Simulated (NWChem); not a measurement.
System: C5H5N; SMILES C(#C)C=C=CN

NWChem input:

```
start job
memory heap 200 mb stack 900 mb global 1100 mb
geometry units angstroms
  C      0.650078     2.954085    -0.091168
  C     -0.000944     1.943643     0.054346
  C     -0.801885     0.775515     0.248920
  C     -0.442390    -0.441102    -0.114438
  C     -0.121721    -1.661090    -0.476620
  N      0.468360    -2.654833     0.328071
  H      1.236309     3.833327    -0.229997
  H     -1.769711     0.935152     0.733555
  H     -0.386766    -2.006824    -1.476202
  H      1.131676    -3.230167    -0.181001
  H      0.898485    -2.283998     1.169077
end
basis spherical
  * library sto-3g
end
dft
  xc hfexch
  iterations 150
end
driver
  maxiter 120
end
task dft optimize
task dft freq
```

Excerpt of the output:

```
             Northwest Computational Chemistry Package (NWChem) 7.3.0
             --------------------------------------------------------

 C1  symmetry detected

                             Geometry "geometry" -> ""
                             -------------------------

 Output coordinates in angstroms (scale by  1.889725989 to convert to a.u.)

  No.       Tag          Charge          X              Y              Z
 ---- ---------------- ---------- -------------- -------------- --------------
    1 C                    6.0000     0.63633543     2.95455144    -0.08972455
    2 C                    6.0000    -0.00932899     1.94128947     0.05999069
    3 C                    6.0000    -0.80376451     0.76963963     0.25998419
    4 C                    6.0000    -0.44420311    -0.44446004    -0.11163419
    5 C                    6.0000    -0.12343903    -1.66207468    -0.48163435
    6 N                    7.0000     0.47955669    -2.65634572     0.31276455
    7 H                    1.0000     1.21776023     3.83635899    -0.23243901
    8 H                    1.0000    -1.76641985     0.92417435     0.75642747
    9 H                    1.0000    -0.39892086    -2.00544505    -1.47920719
   10 H                    1.0000     1.13892293    -3.22759029    -0.20595256
   11 H                    1.0000     0.91816192    -2.28675286     1.14992868

 Effective nuclear repulsion energy (a.u.)     177.0165820214

                                Z-matrix (autoz)
                                --------

 Units are Angstrom for bonds and degrees for angles

      Type          Name      I     J     K     L     M      Value
      ----------- --------  ----- ----- ----- ----- ----- ----------
    1 Stretch                  1     2                       1.21078
    2 Stretch                  1     7                       1.06584
    3 Stretch                  2     3                       1.42965
    4 Stretch                  3     4                       1.31963
    5 Stretch                  3     8                       1.09409
    6 Stretch                  4     5                       1.31239
    7 Stretch                  5     6                       1.40828
    8 Stretch                  5     9                       1.09039
    9 Stretch                  6    10                       1.01496
   10 Stretch                  6    11                       1.01480
   11 Bend                     1     3     4               125.13340
   12 Bend                     1     3     8               115.03402
   13 Bend                     2     3     4               124.27720
   14 Bend                     2     3     8               115.89027
   15 Bend                     3     5     6               127.16300
   16 Bend                     3     5     9               118.91238
   17 Bend                     4     3     8               119.83252
   18 Bend                     4     5     6               126.91648
   19 Bend                     4     5     9               119.23187
   20 Bend                     5     3     2               125.04210
   21 Bend                     5     3     8               119.06659
   22 Bend                     5     6    10               112.78272
   23 Bend                     5     6    11               113.15873
   24 Bend                     6     5     9               113.69850
   25 Bend                     7     3     4               125.12035
   26 Bend                     7     3     8               115.04710
   27 Bend                    10     6    11               110.23118
   28 Torsion                  2     3     5     6          96.40046
   29 Torsion                  2     3     5     9         -89.43147
   30 Torsion                  3     2     4     5         178.58974
   31 Torsion                  1     2     4     3         179.69968
   32 Torsion                  4     5     6    10        -143.48664
   33 Torsion                  4     5     6    11         -17.49964
   34 Torsion                  6     5     3     8         -83.98637
   35 Torsion                  3     4     6     5         176.50420
   36 Torsion                  3     4     1     7        -179.76823
   37 Torsion                  3     8     1     7         179.76863
   38 Torsion                  1     2     8     3        -179.74309
   39 Torsion                  8     3     5     9          90.18171
   40 Torsion                  3     8     4     5        -178.63319
   41 Torsion                  3     4     9     5        -176.70497
   42 Torsion                  9     5     6    10          41.08649
   43 Torsion                  9     5     6    11         167.07349

  xc_inp: hfexch multiplicative factor not found.

                           NWChem Geometry Optimization
                           ----------------------------

 maximum gradient threshold         (gmax) =   0.000450
 rms gradient threshold             (grms) =   0.000300
 maximum cartesian step threshold   (xmax) =   0.001800
 rms cartesian step threshold       (xrms) =   0.001200
 fixed trust radius                (trust) =   0.300000
 source of zmatrix                         =   autoz

          -------------------
          Energy Minimization
          -------------------

 Using diagonal initial Hessian
 Scaling for Hessian diagonals: bonds = 1.00  angles = 0.25  torsions = 0.10

          --------
          Step   0

                                 NWChem DFT Module
                                 -----------------

 Summary of "ao basis" -> "ao basis" (spherical)
 ------------------------------------------------------------------------------
       Tag                 Description            Shells   Functions and Types
 ---------------- ------------------------------  ------  ---------------------
 C                           sto-3g                  3        5   2s1p
 N                           sto-3g                  3        5   2s1p
 H                           sto-3g                  1        1   1s

            General Information
            -------------------
          SCF calculation type: DFT
          Wavefunction type:  closed shell.
          No. of atoms     :    11
          No. of electrons :    42
           Alpha electrons :    21
            Beta electrons :    21
          Charge           :     0
          Spin multiplicity:     1
          Use of symmetry is: off; symmetry adaption is: off
          Maximum number of iterations: 150
          AO basis - number of functions:    35
                     number of shells:    23
          Convergence on energy requested:  1.00D-06
          Convergence on density requested:  1.00D-05
          Convergence on gradient requested:  5.00D-04

              XC Information
              --------------
                     Hartree-Fock (Exact) Exchange  1.000

      Superposition of Atomic Density Guess
      -------------------------------------

 Sum of atomic energies:        -241.84033976

      Non-variational initial energy
      ------------------------------

 Total energy =    -243.691691
 1-e energy   =    -681.987101
 2-e energy   =     261.278828
 HOMO         =      -0.052543
 LUMO         =       0.194975

[...]

      ----------------------
      Optimization converged
      ----------------------

  Step       Energy      Delta E   Gmax     Grms     Xrms     Xmax
  ---- ---------------- -------- -------- -------- -------- --------
@   16    -243.46991217 -1.7D-07  0.00003  0.00001  0.00064  0.00142
                                     ok       ok       ok       ok

                                Z-matrix (autoz)
                                --------

 Units are Angstrom for bonds and degrees for angles

      Type          Name      I     J     K     L     M      Value     Gradient
      ----------- --------  ----- ----- ----- ----- ----- ---------- ----------
    1 Stretch                  1     2                       1.17243   -0.00003
    2 Stretch                  1     7                       1.06401   -0.00002
    3 Stretch                  2     3                       1.46015    0.00000
    4 Stretch                  3     4                       1.29596    0.00000
    5 Stretch                  3     8                       1.08818    0.00000
    6 Stretch                  4     5                       1.29109    0.00003
    7 Stretch                  5     6                       1.45362    0.00001
    8 Stretch                  5     9                       1.08811    0.00000
    9 Stretch                  6    10                       1.03201    0.00000
   10 Stretch                  6    11                       1.03091   -0.00001
   11 Bend                     1     3     4               123.77577    0.00000
   12 Bend                     1     3     8               115.55365    0.00001
   13 Bend                     2     3     4               123.62403   -0.00001
   14 Bend                     2     3     8               115.70538    0.00002
   15 Bend                     3     5     6               125.39747    0.00001
   16 Bend                     3     5     9               120.71560   -0.00002
   17 Bend                     4     3     8               120.67057   -0.00001
   18 Bend                     4     5     6               125.28822    0.00001
   19 Bend                     4     5     9               120.84241   -0.00002
   20 Bend                     5     3     2               123.82827   -0.00001
   21 Bend                     5     3     8               120.46603   -0.00001
   22 Bend                     5     6    10               108.76175    0.00001
   23 Bend                     5     6    11               109.34900   -0.00000
   24 Bend                     6     5     9               113.72444    0.00001
   25 Bend                     7     3     4               123.84027    0.00001
   26 Bend                     7     3     8               115.48915    0.00001
   27 Bend                    10     6    11               106.62065   -0.00000
   28 Torsion                  2     3     5     6          94.79686    0.00000
   29 Torsion                  2     3     5     9         -90.13508   -0.00000
   30 Torsion                  3     2     4     5         179.48993   -0.00000
   31 Torsion                  1     2     4     3         179.86159    0.00000
   32 Torsion                  4     5     6    10        -135.55868   -0.00000
   33 Torsion                  4     5     6    11         -19.48985   -0.00001
   34 Torsion                  6     5     3     8         -85.41711   -0.00000
   35 Torsion                  3     4     6     5         179.11382    0.00000
   36 Torsion                  3     4     1     7         179.93933   -0.00000
   37 Torsion                  3     8     1     7        -179.93970    0.00000
   38 Torsion                  1     2     8     3        -179.86669   -0.00000
   39 Torsion                  8     3     5     9          89.65095   -0.00000
   40 Torsion                  3     8     4     5        -179.45018    0.00000
   41 Torsion                  3     4     9     5        -179.10093   -0.00000
   42 Torsion                  9     5     6    10          48.80895    0.00000
   43 Torsion                  9     5     6    11         164.87778   -0.00000

                         Geometry "geometry" -> "geometry"
                         ---------------------------------

 Output coordinates in angstroms (scale by  1.889725989 to convert to a.u.)

[...]

 Rotational Constants
 --------------------
 A=   0.449355 cm-1  (  0.646507 K)
 B=   0.051793 cm-1  (  0.074517 K)
 C=   0.049122 cm-1  (  0.070674 K)

 Temperature                      =   298.15K
 frequency scaling parameter      =   1.0000

 Zero-Point correction to Energy  =   61.197 kcal/mol  (  0.097524 au)
 Thermal correction to Energy     =   64.963 kcal/mol  (  0.103525 au)
 Thermal correction to Enthalpy   =   65.555 kcal/mol  (  0.104468 au)

 Total Entropy                    =   76.975 cal/mol-K
   - Translational                =   38.999 cal/mol-K (mol. weight =  79.0422)
   - Rotational                   =   26.736 cal/mol-K (symmetry #  =        1)
   - Vibrational                  =   11.239 cal/mol-K

 Cv (constant volume heat capacity) =   20.350 cal/mol-K
   - Translational                  =    2.979 cal/mol-K
   - Rotational                     =    2.979 cal/mol-K
   - Vibrational                    =   14.391 cal/mol-K

[normal modes left out]

 ----------------------------------------------------------------------------
 Normal Eigenvalue ||           Projected Infra Red Intensities
  Mode   [cm**-1]  || [atomic units] [(debye/angs)**2] [(KM/mol)] [arbitrary]
 ------ ---------- || -------------- ----------------- ---------- -----------
    1       -0.000 ||    0.000064           0.001         0.062       0.025
    2       -0.000 ||    0.000040           0.001         0.039       0.016
    3        0.000 ||    0.000154           0.004         0.150       0.061
    4        0.000 ||    0.000108           0.002         0.105       0.043
    5        0.000 ||    0.000053           0.001         0.052       0.021
    6        0.000 ||    0.001859           0.043         1.812       0.737
    7      116.798 ||    0.000763           0.018         0.744       0.302
    8      200.371 ||    0.004045           0.093         3.943       1.603
    9      246.814 ||    0.023494           0.542        22.904       9.311
   10      307.250 ||    0.046290           1.068        45.125      18.346
   11      406.710 ||    0.001091           0.025         1.063       0.432
   12      545.427 ||    0.005871           0.135         5.724       2.327
   13      646.119 ||    0.005389           0.124         5.254       2.136
   14      733.616 ||    0.007291           0.168         7.108       2.890
   15      921.605 ||    0.010611           0.245        10.344       4.205
   16      933.053 ||    0.075462           1.741        73.564      29.907
   17      946.603 ||    0.014290           0.330        13.931       5.664
   18      997.987 ||    0.155403           3.585       151.495      61.590
   19     1058.747 ||    0.050094           1.156        48.834      19.853
   20     1097.654 ||    0.010698           0.247        10.429       4.240
   21     1187.925 ||    0.004538           0.105         4.424       1.799
   22     1353.051 ||    0.000128           0.003         0.125       0.051
   23     1435.037 ||    0.028393           0.655        27.679      11.253
   24     1547.662 ||    0.024011           0.554        23.408       9.516
   25     1741.218 ||    0.033837           0.781        32.986      13.410
   26     1981.885 ||    0.013504           0.312        13.164       5.352
   27     2436.151 ||    0.041327           0.953        40.287      16.379
   28     2670.551 ||    0.023938           0.552        23.336       9.487
   29     3658.364 ||    0.023995           0.554        23.391       9.510
   30     3679.684 ||    0.028003           0.646        27.299      11.098
   31     3917.822 ||    0.005547           0.128         5.407       2.198
   32     3947.191 ||    0.192320           4.437       187.483      76.221
   33     4113.275 ||    0.000045           0.001         0.044       0.018
 ----------------------------------------------------------------------------
```

Level: Hartree-Fock/STO-3G.
